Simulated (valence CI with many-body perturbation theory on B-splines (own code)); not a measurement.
Results of a calculation; reference values are marked as such.
## Ladder of approximations for Zr XXVII

Level of theory: configuration interaction combined with many-body perturbation theory (CI+MBPT): four valence electrons over a frozen Dirac-Fock core [Ne], radial functions for each j: 11 s, 11 p, 9 d, 7 f, 5 g, 2 h, 1 i, with the one-electron correlation potential Σ1, the two-electron term Σ2, the three-electron term Σ3, Breit, model QED; selected CI, second order for the rest (own B-spline code, finite nucleus).

No measured spectrum was set against this ion. As an estimate, large intervals hold to a few tenths of a per cent, small ones and those within an open d or f shell to about a per cent.

Each rung adds one term. CI alone is the Dirac-Coulomb CI over the frozen core; QED comes last and gives the full result, which names the levels. Energies are above 3s2 3p2 3P_0 on the same rung, in cm⁻¹.

Names give the largest LS component (configuration and term), which can be under half, so a name can repeat, a term be missing and a line seem to break the LS rules; names also repeat where a configuration has a term twice. Letters in brackets count levels of one name in rising energy.

```csv
Level,CI alone,+ Σ1,+ Σ2,+ Σ3,+ Breit,Full
3s2 3p2 3P_1,125579,125876,126151,126232,123543,123870
3s2 3p2 3P_2,158685,159002,159115,159123,155866,156209
3s2 3p2 1D_2,309467,310078,310388,310398,304682,305314
3s2 3p2 1S_0,388586,389199,389085,388852,383654,384230
3s 3p3 5S°_2,617440,616469,617790,618247,617270,614170
3s 3p3 3D°_1,734666,733710,733720,734044,733136,730313
3s 3p3 3D°_2,765328,764540,765342,765754,763272,760611
3s 3p3 3D°_3,810270,809558,810302,810714,806829,804250
3s2 3p 3d 1D°_2,879378,878591,878372,878648,874486,873034
3s 3p3 3P°_0,882150,881435,881508,881706,879065,876397
3s 3p3 3P°_1,898755,898070,897833,898062,894730,892155
3s2 3p 3d 3F°_2,960217,959467,958692,958588,953643,952724
3s 3p3 3S°_1,1005430,1004640,999629,999589,997360,994436
3s 3p3 3P°_2,1012010,1011520,1011070,1011230,1004850,1003570
3s2 3p 3d 3F°_3,1018180,1017540,1016140,1015800,1008960,1009030
3s2 3p 3d 3D°_1,1082340,1081450,1076810,1076000,1071730,1071290
3s2 3p 3d 3P°_2 [a],1083690,1083010,1078500,1077860,1072600,1071910
3s2 3p 3d 3F°_4,1128640,1128320,1127580,1127340,1117780,1118170
3s 3p3 1P°_1,1157360,1156830,1152580,1152420,1147000,1145210
3s2 3p 3d 3D°_2,1192630,1191980,1186860,1186230,1179710,1179190
3s2 3p 3d 3P°_0,1200100,1199480,1195760,1195090,1188510,1188490
3s2 3p 3d 3D°_3,1204600,1204040,1199470,1198720,1190750,1190770
3s2 3p 3d 3P°_1,1224350,1223840,1219660,1219040,1211950,1211390
3s2 3p 3d 3P°_2 [b],1244820,1244410,1239720,1239020,1231130,1230630
3s2 3p 3d 1F°_3,1297300,1296850,1292240,1291070,1282380,1282670
3s2 3p 3d 1P°_1,1340660,1340250,1335520,1334160,1326460,1326230
3p4 3P_2,1415730,1413640,1413080,1413620,1411980,1407220
3s 3p2 3d 5F_1,1421560,1419370,1419340,1419460,1417300,1413830
3s 3p2 3d 5F_2,1449210,1447170,1446810,1447070,1444270,1440360
3s 3p2 3d 5F_3 [a],1478920,1476980,1476790,1476870,1472590,1469250
3p4 3P_0,1506550,1504610,1503850,1504310,1502220,1497460
```

Problem. How does the ionisation energy move along the ladder, and which term matters most?

Solution. CI alone 1343.5, + Σ1 1344.3, + Σ2 1344.3, + Σ3 1344.1, + Breit 1343.1, + QED 1343.2 eV. The largest step is Breit, -1.0 eV, with Σ1 about as large (0.9). NIST lists 1344 ± 3 eV (semi-empirical).
